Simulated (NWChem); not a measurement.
A series in which one site is exchanged, each optimised at PBE0/def2-SVP with NWChem, gas phase unless a solvent is named. For some, no frequency run checked for a minimum. def2 effective core potentials on Te; no spin-orbit coupling.

A: C[Te][GeH3] (CH$_{6}$GeTe; site = Te)
B: [CH3][Mg][GeH3] (CH6GeMg; site = Mg)
C: [S](C)[GeH3] (CH$_{6}$GeS; site = S)
D: C[O][GeH3] (CH6GeO; site = O)

Values for A:

```
Property                                                  Result
--------------------------------------------------------  ------
vertical ionisation energy, ΔSCF, PBE/def2-SVP (eV)         7.92
static polarisability, CAM-B3LYP/def2-SVPD (bohr³)          90.6
lowest singlet excitation, CAM-B3LYP/def2-SVPD, TDA (eV)    3.79
```

Problem. How do these values change for the other members?

Solution. 
```csv
change from A,B,C,D
"vertical ionisation energy, ΔSCF, PBE/def2-SVP (eV)",+0.32,+0.84,+1.71
"static polarisability, CAM-B3LYP/def2-SVPD (bohr³)",-7.8,-23.1,-41.3
"lowest singlet excitation, CAM-B3LYP/def2-SVPD, TDA (eV)",+1.01,+1.55,+2.85
```
